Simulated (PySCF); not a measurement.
A GIAO shielding run with PySCF 2.14.0 with density-fitted response routines (density fitting, non-relativistic, gas phase) on `[H]/N=C\[C@H]1C=CC[SiH2]1`, C5H9NSi:

```
$ OMP_NUM_THREADS=1 python probes_run.py task.json out

{"job": {"kind": "nmr", "xc": "PBE0", "basis": "pcSseg-1"}, "charge": 0, "multiplicity": 1}
N      2.036267    -1.062652     1.146959
C      1.970489    -0.267258     0.177520
C      0.803768     0.024475    -0.705572
C     -0.209577    -1.084097    -0.691120
C     -1.395799    -0.868102    -0.149421
C     -1.708932     0.493400     0.397588
Si    -0.174898     1.543447    -0.031198
H      1.176342    -1.585750     1.318161
H      2.869076     0.309512    -0.029560
H      1.174526     0.199767    -1.718500
H      0.080591    -2.041303    -1.101952
H     -2.155620    -1.634657    -0.090945
H     -1.891053     0.429805     1.472458
H     -2.633057     0.868672    -0.044792
H     -0.413929     2.525189    -1.092344
H      0.464207     2.158494     1.131308
```

Hardware: 1 thread of an Arm Neoverse V1, shared host. The job also computes population analyses, field gradients, ring-centre shieldings.

Task: How large is the calculation?

Result: 60 electrons, 171 basis functions and 902 auxiliary functions.

Task: How long does it take, and how much memory does it need?

Result: 26 s of wall time, with 14 SCF cycles and 5 response iterations; peak memory 0.77 GiB. Times on a shared host scatter by some tens of per cent.
